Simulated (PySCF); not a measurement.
## Nickel: a sound run and one with changed settings

Sound run: Ni⁺ [Ar] 3d9, Ni²⁺ [Ar] 3d8. Calculation: PySCF 2.14, in pcseg-2 (6s4p3d2f1g, 56 functions); the non-relativistic Hamiltonian (point nucleus). The sound run starts from symmetry-adapted Hartree-Fock orbitals and uses a fine grid where one is needed.

A second run was set up differently.

```json
{"species": "Ni⁺", "method": "UHF", "sound run (hartree)": "-1506.56688", "changed run (hartree)": "-1506.56688", "converged": "yes"}
{"species": "Ni⁺", "method": "LDA", "sound run (hartree)": "-1505.35697", "changed run (hartree)": "-1506.26671", "converged": "yes"}
{"species": "Ni⁺", "method": "r2SCAN", "sound run (hartree)": "-1507.98861", "changed run (hartree)": "-1509.39612", "converged": "yes"}
{"species": "Ni²⁺", "method": "UHF", "sound run (hartree)": "-1506.01094", "changed run (hartree)": "-1506.01094", "converged": "yes"}
{"species": "Ni²⁺", "method": "LDA", "sound run (hartree)": "-1504.63277", "changed run (hartree)": "-1505.59146", "converged": "yes"}
{"species": "Ni²⁺", "method": "r2SCAN", "sound run (hartree)": "-1507.32371", "changed run (hartree)": "-1508.81214", "converged": "yes"}
```

Ionisation energy of Ni⁺:

```tsv
method	sound run (eV)	changed run (eV)
UHF	15.128	15.128
LDA	19.707	18.374
```

Problem. What was changed?
A. level shift left on
B. too few SCF iterations
C. angular grid far too coarse
D. a valence shell is frozen

Solution. C. It used 14 angular points. A coarse angular grid integrates products of high-l functions wrongly, so density functionals can shift, and the SCF can exploit the error; Hartree-Fock and MP2 need no grid.
